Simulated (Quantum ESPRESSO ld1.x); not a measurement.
Results of a calculation; reference values are marked as such.
All-electron atom: As in [Ar] 3d10 4s2 4p(up 1.5, down 1.5) (fractional occupations, a model configuration). Level of theory: scalar-relativistic Kohn-Sham, LDA (Slater exchange, Perdew-Wang correlation), spin-polarised, spherical densities, point nucleus (ld1.x of Quantum ESPRESSO 7.5).

Unscreened Slater integrals over Kohn-Sham orbitals (cm^-1). They are taken over the spin-up orbitals.

\begin{tabular}{lr}
integral & value \\ \hline
F0(4p,4p) & 78377 \\
F2(4p,4p) & 39702 \\
F0(4p,4s) & 88122 \\
G1(4p,4s) & 55532 \\
F0(4p,3d) & 104370 \\
F2(4p,3d) & 19016 \\
G1(4p,3d) & 6632.2 \\
G3(4p,3d) & 5810.8 \\
F0(4p,3p) & 105010 \\
F2(4p,3p) & 16968 \\
G0(4p,3p) & 3980.2 \\
G2(4p,3p) & 4539.8 \\
F0(4s,4s) & 102680 \\
F0(4s,3d) & 131940 \\
G2(4s,3d) & 11887 \\
F0(4s,3p) & 133140 \\
G1(4s,3p) & 8111.6 \\
F0(3d,3d) & 298700 \\
F2(3d,3d) & 140250 \\
F4(3d,3d) & 87660 \\
F0(3d,3p) & 308140 \\
F2(3d,3p) & 146500 \\
G1(3d,3p) & 178860 \\
G3(3d,3p) & 109760 \\
F0(3p,3p) & 320870 \\
F2(3p,3p) & 160300 \\
\end{tabular}

Derived for the open shells (J is the average intra-shell exchange parameter used in DFT+U). 4p: J = F2/5 = 7940 cm^-1.
